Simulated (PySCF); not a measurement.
**How methods differ on the ionisation energy of Br**

Br [Ar] 3d10 4s2 4p5 (2P) → Br+ [Ar] 3d10 4s2 4p4 (3P), as a difference of total energies. Computed with PySCF 2.14 in def2-SVP (5s4p3d, 32 functions), with the non-relativistic Hamiltonian (point nucleus). Correlated levels: valence: [Ar] 3d10 frozen. The calculations carry no spin-orbit coupling.

```tsv
method	ionisation energy (eV)
UHF	10.804
LDA	12.053
PBE	11.779
MP2 (valence)	11.353
SCS-MP2 (valence)	11.334
CCSD (valence)	11.309
CCSD(T) (valence)	11.314
```

Q: How much does correlation contribute at CCSD(T) (valence)?

A: 11.314 − (10.804) = 0.510 eV, measured against UHF.

These non-relativistic numbers lack the scalar-relativistic shift.

Errors of the correlated levels include the incompleteness of this basis and the frozen core.

For comparison: 11.844 eV (measured; NIST levels, between the centres of gravity of the two terms).
